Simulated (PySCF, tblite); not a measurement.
One entry of a table of gas-phase calculations, keyed by method. Lists by class give the value and the number of equivalent atoms.

```json
{
 "formula": "C7H13PS",
 "smiles": "C1CP(C2CC2)CCS1",
 "inchi": "InChI=1S/C7H13PS/c1-2-7(1)8-3-5-9-6-4-8/h7H,1-6H2",
 "charge": 0,
 "multiplicity": 1,
 "geometry_level": "GFN2-xTB",
 "atoms_angstrom": [
  ["C", -2.241, 1.388, -0.197],
  ["C", -0.767, 1.399, 0.169],
  ["P", 0.126, -0.019, -0.649],
  ["C", 1.643, 0.007, 0.378],
  ["C", 2.837, -0.758, -0.117],
  ["C", 2.842, 0.733, -0.163],
  ["C", -0.774, -1.382, 0.251],
  ["C", -2.248, -1.386, -0.115],
  ["S", -3.138, 0.026, 0.614],
  ["H", -2.741, 2.295, 0.146],
  ["H", -2.382, 1.289, -1.275],
  ["H", -0.31, 2.327, -0.186],
  ["H", -0.647, 1.347, 1.255],
  ["H", 1.481, 0.041, 1.452],
  ["H", 2.744, -1.293, -1.051],
  ["H", 3.46, -1.258, 0.61],
  ["H", 3.469, 1.272, 0.531],
  ["H", 2.753, 1.209, -1.129],
  ["H", -0.322, -2.333, -0.048],
  ["H", -0.654, -1.266, 1.333],
  ["H", -2.389, -1.35, -1.197],
  ["H", -2.752, -2.268, 0.281]
 ],
 "electronic_structure_code": "PySCF",
 "results": {
  "GFN2-xTB geometry": {
   "point_group": "Cs",
   "rotational_constants_GHz": [2.862, 0.676, 0.593]
  },
  "PBE0/pcSseg-1 ground state and GIAO shieldings, non-relativistic": {
   "dipole_D": 1.59,
   "homo_eV": -6.32,
   "lumo_eV": 0.81,
   "shift_vs_computed_TMS_C_by_class_ppm": [
    [34.9, 2],
    [34.9, 2],
    [14.9, 1],
    [4.8, 2]
   ],
   "shift_vs_computed_TMS_H_by_class_ppm": [
    [2.78, 4],
    [2.03, 4],
    [0.68, 2],
    [0.45, 1],
    [0.3, 2]
   ],
   "shielding_other_nuclei_by_class_ppm": [
    ["P", 358.0, 1],
    ["S", 479.0, 1]
   ],
   "charges_hirshfeld_e_by_atom": [-0.08, -0.12, 0.15, -0.09, -0.09, -0.09, -0.12, -0.08, -0.02, 0.05, 0.04, 0.04, 0.03, 0.04, 0.04, 0.05, 0.05, 0.04, 0.04, 0.03, 0.04, 0.05]
  },
  "GFN2-xTB harmonic vibrations, gas phase": {
   "strongest_ir_bands_cm-1_km_per_mol_modes": [
    [685.4, 33.0, 1],
    [866.2, 40.7, 2],
    [2940.4, 28.9, 2],
    [2955.4, 38.1, 2],
    [2987.6, 39.6, 2],
    [3098.2, 59.0, 1]
   ],
   "zpe_kcal_per_mol": 114.5
  }
 }
}
```

With B = h/(8π²I), that is 505.379 GHz u Å² over I, the principal moments of inertia are 176.6, 747.3 and 852.3 u Å² (most abundant isotopes); the inertial defect Ic − Ia − Ib is -71.6 u Å² (zero for a rigid planar frame, negative otherwise). The zero-point energy, half the sum of the 60 harmonic wavenumbers, equals 40050 cm⁻¹ or 479 kJ/mol. The rotational constants make it an asymmetric top with κ = (2B − A − C)/(A − C) = -0.93, nearer the prolate limit (−1). In atomic units the dipole is 0.63 e·bohr (1 au = 2.5417 D).

One conformer (not necessarily the lowest) at the GFN2-xTB geometry, without solvent or vibrations. NMR classes are plain means over equivalent atoms (diastereotopic ones count apart unless rotation or inversion swaps them), as if these changed places fast; in this geometry the members of some classes differ.
